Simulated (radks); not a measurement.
Mg10+, configuration [He].

Method: scalar-relativistic Kohn-Sham, exchange-only LDA, spin-polarised, spherical densities, point nucleus; computed with a radial shooting solver on a logarithmic mesh with Libxc functionals.

Energy parts (hartree):
| part | energy |
|---|---|
| total | -135.83671 |
| kinetic | 136.33909 |
| electron-nucleus | -280.46546 |
| Hartree | 14.52362 |
| exchange | -6.23396 |

Orbitals (lengths in bohr, moments of r in powers of bohr):
orbital  occ.  eigenvalue (hartree)     <r>     <r^4>
1s          2             -61.69553  0.1294  0.001287

The highest occupied level is 1s at -1678.8 eV. For comparison, the ionisation energy in NIST's Atomic Spectra Database is 1761.8 eV (theoretical). In exact Kohn-Sham theory the highest level is minus the ionisation energy, but local and semilocal functionals leave it too shallow, through self-interaction and a potential that decays too fast; potentials with the right tail come closer.
